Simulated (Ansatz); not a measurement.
`CN(C)[Si]Br` and `CN(C)[Si]Cl` differ in one element.

Ansatz, PBE0-D4/def2-TZVP geometries, multiplicity 1. Each molecule was computed in one conformer, which needn't be the lowest.

Scalar relativity is left out up to krypton.

```json
{"property": "HOMO–LUMO gap (B3LYP/def2-TZVPP) / eV", "`CN(C)[Si]Br`": "4.95"}
{"property": "HOMO energy (PBE/def2-TZVPP) / eV", "`CN(C)[Si]Br`": "-5.82"}
{"property": "size of the dipole moment (PBE/def2-TZVPP) / D", "`CN(C)[Si]Br`": "3.27"}
{"property": "HOMO–LUMO gap (PBE0/def2-TZVPP) / eV", "`CN(C)[Si]Br`": "5.31"}
{"property": "LUMO energy (ωB97M-V/def2-TZVPP) / eV", "`CN(C)[Si]Br`": "0.33"}
{"property": "LUMO energy (B3LYP/def2-TZVPP) / eV", "`CN(C)[Si]Br`": "-1.75"}
```

Q: Give the same properties after the change, and the shifts. (Best estimate.)

A: Computed: 
| property | `CN(C)[Si]Cl` | shift |
| --- | --- | --- |
| HOMO–LUMO gap (B3LYP/def2-TZVPP) / eV | 5.14 | 0.19 |
| HOMO energy (PBE/def2-TZVPP) / eV | -5.84 | -0.02 |
| size of the dipole moment (PBE/def2-TZVPP) / D | 3.03 | -0.24 |
| HOMO–LUMO gap (PBE0/def2-TZVPP) / eV | 5.50 | 0.19 |
| LUMO energy (ωB97M-V/def2-TZVPP) / eV | 0.48 | 0.15 |
| LUMO energy (B3LYP/def2-TZVPP) / eV | -1.62 | 0.13 |

With PBE0 the HOMO falls by 0.05 eV and the LUMO rises by 0.13 eV, so the gap widens by about 0.18 eV. PBE moves the HOMO by -0.02 eV and ωB97M-V by -0.09 eV. Dipoles are sizes alone; their direction can turn.

B3LYP here is the variant with VWN-RPA as its local correlation; programs differ in this.

Spin–orbit coupling is left out; it splits and shifts lone-pair levels of the heavy atoms by tenths of an eV.
